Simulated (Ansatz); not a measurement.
Consider the cleavage of the Si–Si bond: `[SiH3][SiH](Br)Br` + `[OH][Sn][F]` → `[F][Sn][O][SiH3]` + `Br[SiH2]Br`.

Computed with Ansatz on PBE0-D4/def2-TZVP structures; ΔE is electronic, products minus reactants. CBS: MP2 limit from def2 TZ/QZ plus the TZ coupled-cluster correction, frozen cores. DFT in def2-TZVPP. Elements past krypton have def2 core potentials. For Br, Sn outer-core shells are correlated without core-valence functions, which leaves a few kJ/mol of doubt a bond. Scalar relativity is left out up to krypton. Each species was taken in one conformer, which may not be the lowest.

| level | ΔE (eV) |
| --- | --- |
| r2SCANh | -1.04 |
| SCS-MP2/def2-QZVPP | -1.24 |

Q: What does CCSD(T)/CBS give? (Estimate.)

A: The calculation gave: -1.10 eV. The listed levels differ from it by 0.06, -0.14 eV.

Largest T1 diagnostic among the species: 0.018.

At CCSD(T), def2-SVP lies −0.08 eV from the extrapolated value and def2-TZVPP −0.02 eV. From r2SCAN to r2SCAN0 (25 % exact exchange), in def2-TZVPP and without D4, ΔE moves by −0.05 eV. In def2-TZVPP, CCSD(T) changes the Hartree–Fock value by +0.31 eV (the triples alone add +0.05 eV) and MP2 by +0.24 eV.
